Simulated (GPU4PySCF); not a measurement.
A structure optimised at PBE0-D3(BJ)/def2-SVP, used in a GPU4PySCF frequency run:

```
C
N 1 1.3153
C 2 1.3441 1 117.90
C 3 1.4196 2 119.91 1 180.00
C 4 1.3734 3 119.85 2 180.00
H 4 1.0914 5 122.46 3 180.00
H 5 1.0925 4 119.94 6 0.00
C 5 1.4197 7 119.28 4 180.00
C 8 1.3734 5 120.78 7 180.00
H 9 1.0914 8 122.46 5 180.00
H 8 1.0925 9 119.94 10 0.00
C 9 1.4196 10 117.68 8 180.00
N 12 1.3441 9 119.91 10 0.00
C 13 1.3153 12 117.90 9 -180.00
C 1 1.4747 2 118.62 3 180.00
N 15 1.3153 1 118.62 2 0.00
C 16 1.3441 15 117.90 1 180.00
C 17 1.4196 16 119.91 15 180.00
C 18 1.3734 17 119.85 16 180.00
H 18 1.0914 19 122.46 17 180.00
H 19 1.0925 18 119.94 20 0.00
C 19 1.4197 21 119.28 18 180.00
C 22 1.3734 19 120.78 21 180.00
H 23 1.0914 22 122.46 19 180.00
H 22 1.0925 23 119.94 24 0.00
C 23 1.4196 24 117.68 22 180.00
N 26 1.3441 23 119.91 24 0.00
C 27 1.3153 26 117.90 23 180.00
C 28 1.4747 27 118.62 26 180.00
N 29 1.3153 28 118.62 27 0.00
C 30 1.3441 29 117.90 28 180.00
C 31 1.4196 30 119.91 29 180.00
C 32 1.3734 31 119.85 30 180.00
H 32 1.0914 33 122.46 31 180.00
H 33 1.0925 32 119.94 34 0.00
C 33 1.4197 35 119.28 32 180.00
C 36 1.3734 33 120.78 35 -180.00
H 37 1.0914 36 122.46 33 180.00
H 36 1.0925 37 119.94 38 0.00
C 37 1.4196 38 117.68 36 180.00
N 40 1.3441 37 119.91 38 0.00
C 41 1.3153 40 117.90 37 180.00
```
Charge 0, spin multiplicity 1.

Question: Write its SMILES, formula and point group.

Answer: c1ccc2nc3c(nc2c1)c1nc2ccccc2nc1c1nc2ccccc2nc31, C₂₄H₁₂N₆, C3h

Question: What are its rotational constants (standard atomic weights)?

Answer: 0.15311, 0.15311, 0.076554 GHz
